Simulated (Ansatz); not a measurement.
**Energy profile**

The step: GaH₃O₂ ([OH][GaH][OH]) + HF → GaH₂O₂F ([OH][Ga]([OH])[F]) + H₂; bonds formed: Ga1–F6, H2–H5; bonds broken: Ga1–H2, H5–F6 (atoms numbered as in the saddle structure below).

```xyz
8
angstrom
Ga -0.2423 -0.1277 -0.1891
H 1.3149 -0.6587 0.4751
O -0.2403 0.2122 -1.9220
O -1.6665 -0.8134 0.5981
H 1.2409 0.3085 0.8281
F 0.6259 1.3117 0.8898
H 0.5556 0.6491 -2.2313
H -1.5880 -0.8819 1.5516
```

Electronic energies by CCSD(T) at an estimated basis limit (MP2 extrapolated from triple and quadruple zeta, plus CCSD(T) − MP2 in triple zeta), on PBE0-D4/def2-TZVP structures; GaH4O2F, closed shell; no counterpoise correction. Program: Ansatz 0.2.0. Basis: def2-TZVPP and def2-QZVPP. Cores are frozen in the correlated methods. Filled d shells of the heavier atoms are correlated. The def2 sets are not built for correlating such inner shells, so the correlated values are less sure here. Extrapolation: Hartree–Fock as exp(−7.88 √X), correlation as X^−2.97.

**Question.** Give the profile in kJ/mol, counted from the separated reactants. (Judge from chemistry; the value comes from the calculation.)

**Answer.** By the calculation:
```
                                                                                                    point  kJ/mol
     separated: GaH3O2 (linked as [OH][GaH][OH]; Ga1, H2, O3, O4, H7, H8; singlet) + HF (H5, F6; singlet)     0.0
                                                                                          start structure   -15.1
                                                                                                   saddle    55.7
                                                                                            end structure   -64.6
separated: GaH2O2F (linked as [OH][Ga]([OH])[F]; Ga1, O3, O4, F6, H7, H8; singlet) + H2 (H2, H5; singlet)   -56.9
```

No T1 diagnostic of these runs exceeds 0.015.

For scale, one of the runs: CCSD(T)/def2-TZVPP, 197 basis functions (an equivalent command: `ansatz run in.yaml --threads 4`). Time: 92 s of wall clock on 4 CPU threads; the host was shared. Peak host memory: 2.5 GiB.
